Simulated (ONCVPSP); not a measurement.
**aluminium (Al): excitation energies, all-electron against ONCV**

ONCVPSP 4.0.1 input, shortened (lines: element, Z, core and valence counts, functional; n l f; lmax; l rc ep ncon nbas qcut; lloc lpopt rc5 dvloc0; l nproj debl; icmod fcfact rcfact), BLYP, scalar-relativistic:

```
  Al 13.00    3    1  -106131      upf
    1    0    2.00
    2    0    2.00
    2    1    6.00
    3    0    2.00
    2
    0    1.50    0.00    3    7    3.50
    1    1.50    0.26    3    7    5.60
    2    1.50    0.19    5    9    5.80
    0    5    1.50    0.00
    0    0    4.00
    1    2    2.60
    2    2    1.70
    1    0.25    0.00
```

Energies are relative to the spin-unpolarised reference configuration 3s2; without spin polarisation the order of configurations can differ from experiment.

(1) Give the all-electron excitation energy and the error of the potential for: 3s2 3p1; 3s1; 3s2 3p0.5; 3s1 3p2.

Levels in the configuration 3s2 3p0.5:

```
level  all-electron (eV)  pseudo (eV)
   3s            -10.973      -10.977
   3p             -5.562       -5.584
```

Answers

(1)

| valence configuration | charge | ΔE all-electron (eV) | error AE − PS (meV) |
| --- | --- | --- | --- |
| 3s2 3p1 | 0 | -5.627 | +21 |
| 3s1 | +2 | 19.215 | +14 |
| 3s2 3p0.5 | +0.5 | -3.615 | +12 |
| 3s1 3p2 | 0 | -0.439 | +39 |
